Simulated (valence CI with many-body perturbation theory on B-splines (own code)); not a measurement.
## E1 transitions of Ho18+

Method: relativistic CI+MBPT: three valence electrons over a frozen Dirac-Fock core [Kr] 4d10, radial functions for each j: 8 s, 8 p, 9 d, 9 f, 6 g, 3 h, 2 i, with the one-electron correlation potential Σ1, the two-electron term Σ2, the three-electron term Σ3, Breit, model QED; selected CI, second order for the rest (own B-spline code, finite nucleus).

No measured levels were compared; by estimate terms of the open shell hold to a few per cent of their energy, and close levels can change places. Core correlation moves these levels by up to 40000 cm⁻¹, and in measured spectra 5 to 20 % of such shifts remained as error; rates that hang on mixing are uncertain with them.

Lines 51 to 100 of 201 in falling wavelength, among levels below 339740 cm⁻¹, chosen from the strongest by gf and those to the six lowest levels. Wavelengths and rates use the calculated energies, so an error of 2000 cm⁻¹ moves a line at 43.51 nm by 0.87 % and its rate by three times that or more. Electric multipoles are in the length gauge, E1 and E2 with the static RPA response of the core. Weak lines are less certain than strong ones. Lines between different terms over intervals too small for the method are left out, as are lines whose strength nearly cancels. Where a level lies close to another of its J and parity, the split of strength between their lines is uncertain. The highest levels of a list are the least certain.

Names give the largest LS component (configuration and term), which can be under half, so a name can repeat, a term be missing and a line seem to break the LS rules; names also repeat where a configuration has a term twice. Letters in brackets count levels of one name in rising energy.

| λ vac (nm) | Upper | Lower | A (s⁻¹) | log gf | Branch % |
| --- | --- | --- | --- | --- | --- |
| 43.51 | 4f2.5s 4H_11/2 | 4f3 4G°_9/2 | 1.84e+04 | -5.20 | 34.7 |
| 43.50 | 4f2.5s 4H_9/2 | 4f3 4G°_7/2 [a] | 1.02e+04 | -5.54 | 21.7 |
| 43.33 | 4f2.5s 2G_7/2 | 4f3 4D°_5/2 | 6.88e+03 | -5.81 | 4.1 |
| 43.12 | 4f2.5s 4H_13/2 | 4f3 4G°_11/2 | 2.25e+04 | -5.06 | 40.0 |
| 43.05 | 4f2.5s 2H_11/2 | 4f3 2I°_11/2 | 7.30e+03 | -5.61 | 3.2 |
| 42.96 | 4f2.5s 2D_5/2 | 4f3 2F°_5/2 [a] | 4.29e+03 | -6.15 | 1.0 |
| 42.89 | 4f2.5s 4F_5/2 | 4f3 2D°_3/2 [a] | 1.02e+04 | -5.77 | 5.8 |
| 42.83 | 4f2.5s 4F_9/2 | 4f3 2G°_9/2 [a] | 9.96e+03 | -5.56 | 6.5 |
| 42.75 | 4f2.5s 2D_3/2 | 4f3 2F°_5/2 [a] | 4.20e+04 | -5.34 | 10.5 |
| 42.75 | 4f2.5s 4F_9/2 | 4f3 4G°_11/2 | 6.00e+03 | -5.78 | 3.9 |
| 42.54 | 4f2.5s 2D_3/2 | 4f3 2D°_3/2 [c] | 1.32e+04 | -5.84 | 3.3 |
| 42.50 | 4f2.5s 4P_5/2 | 4f3 2F°_7/2 [a] | 1.56e+04 | -5.60 | 2.6 |
| 42.50 | 4f2.5s 4F_5/2 | 4f3 4G°_7/2 [b] | 1.28e+04 | -5.68 | 7.3 |
| 42.13 | 4f2.5s 2H_9/2 | 4f3 4G°_7/2 [b] | 5.06e+03 | -5.87 | 3.4 |
| 42.11 | 4f2.5s 4P_5/2 | 4f3 2F°_5/2 [b] | 1.13e+04 | -5.75 | 1.9 |
| 42.02 | 4f2.5s 2F_5/2 | 4f3 2D°_5/2 | 6.76e+03 | -5.97 | 2.7 |
| 41.98 | 4f2.5s 2G_7/2 | 4f3 2G°_9/2 [a] | 2.89e+03 | -6.21 | 1.7 |
| 41.96 | 4f2.5s 4F_7/2 | 4f3 4G°_9/2 | 1.91e+04 | -5.39 | 11.3 |
| 41.92 | 4f2.5s 4H_11/2 | 4f3 2H°_11/2 [a] | 2.94e+03 | -6.03 | 5.5 |
| 41.90 | 4f2.5s 4P_1/2 | 4f3 2D°_3/2 [c] | 1.28e+04 | -6.17 | 3.6 |
| 41.79 | 4f2.5s 4H_7/2 | 4f3 2H°_9/2 [a] | 7.78e+02 | -6.79 | 2.0 |
| 41.58 | 4f2.5s 4F_7/2 | 4f3 4G°_7/2 [b] | 8.55e+03 | -5.75 | 5.0 |
| 41.52 | 4f2.5s 4F_3/2 | 4f3 4G°_5/2 | 4.20e+04 | -5.36 | 26.5 |
| 41.49 | 4f2.5s 2D_5/2 | 4f3 4D°_7/2 | 1.53e+04 | -5.63 | 3.5 |
| 41.40 | 4f2.5s 4F_5/2 | 4f3 4G°_7/2 [a] | 1.48e+04 | -5.64 | 8.5 |
| 41.40 | 4f2.5s 2H_11/2 | 4f3 2G°_9/2 [a] | 7.55e+03 | -5.63 | 3.3 |
| 41.38 | 4f2.5s 4P_3/2 | 4f3 2F°_5/2 [a] | 3.24e+04 | -5.48 | 6.2 |
| 41.22 | 4f2.5s 4F_9/2 | 4f3 4G°_7/2 [b] | 3.24e+03 | -6.08 | 2.1 |
| 41.13 | 4f2.5s 4H_9/2 | 4f3 2H°_9/2 [a] | 1.41e+03 | -6.45 | 3.0 |
| 41.09 | 4f2.5s 2I_13/2 | 4f3 2H°_11/2 [b] | 3.11e+04 | -4.96 | 7.1 |
| 41.06 | 4f2.5s 2I_11/2 | 4f3 2H°_11/2 [b] | 3.69e+04 | -4.95 | 7.9 |
| 41.03 | 4f2.5s 4F_5/2 | 4f3 4G°_5/2 | 8.23e+03 | -5.90 | 4.7 |
| 41.01 | 4f2.5s 2H_9/2 | 4f3 2H°_11/2 [a] | 1.83e+04 | -5.34 | 12.4 |
| 40.81 | 4f2.5s 2F_7/2 | 4f3 4D°_5/2 | 3.88e+03 | -6.11 | 1.4 |
| 40.70 | 4f2.5s 2H_9/2 | 4f3 4F°_9/2 | 1.69e+04 | -5.38 | 11.4 |
| 40.62 | 4f2.5s 2F_5/2 | 4f3 2D°_3/2 [a] | 1.75e+04 | -5.59 | 7.1 |
| 40.47 | 4f2.5s 4H_13/2 | 4f3 2H°_11/2 [a] | 1.24e+04 | -5.37 | 22.0 |
| 40.44 | 4f2.5s 2D_3/2 | 4f3 4D°_1/2 | 1.39e+04 | -5.86 | 3.5 |
| 40.42 | 4f2.5s 2G_9/2 | 4f3 4G°_11/2 | 9.88e+03 | -5.62 | 7.0 |
| 40.38 | 4f2.5s 2D_5/2 | 4f3 2D°_3/2 [b] | 8.60e+03 | -5.90 | 2.0 |
| 40.27 | 4f2.5s 2F_5/2 | 4f3 4G°_7/2 [b] | 2.51e+04 | -5.44 | 10.2 |
| 40.20 | 4f2.5s 2D_3/2 | 4f3 2D°_3/2 [b] | 8.91e+03 | -6.06 | 2.2 |
| 40.20 | 4f2.5s 4P_5/2 | 4f3 2F°_5/2 [a] | 5.65e+03 | -6.09 | 1.0 |
| 40.18 | 4f2.5s 4F_7/2 | 4f3 4F°_9/2 | 5.67e+03 | -5.96 | 3.3 |
| 40.18 | 4f2.5s 4F_9/2 | 4f3 4G°_7/2 [a] | 3.15e+03 | -6.12 | 2.1 |
| 40.15 | 4f2.5s 4F_9/2 | 4f3 2H°_11/2 [a] | 3.30e+03 | -6.10 | 2.2 |
| 40.14 | 4f2.5s 4F_5/2 | 4f3 4F°_7/2 | 5.18e+03 | -6.12 | 3.0 |
| 40.11 | 4f2.5s 4F_3/2 | 4f3 4F°_5/2 | 1.39e+04 | -5.87 | 8.8 |
| 39.93 | 4f2.5s 2I_11/2 | 4f3 2H°_9/2 [b] | 3.99e+04 | -4.94 | 8.5 |
| 39.92 | 4f2.5s 2D_5/2 | 4f3 4D°_3/2 | 1.55e+04 | -5.65 | 3.6 |

How does gf follow from A for the line at 42.96 nm?

gf = 1.4992 × (2J+1)_upper × A / σ², with σ = 232793 cm⁻¹ and 2J+1 = 6: gf = 7.12e-07.
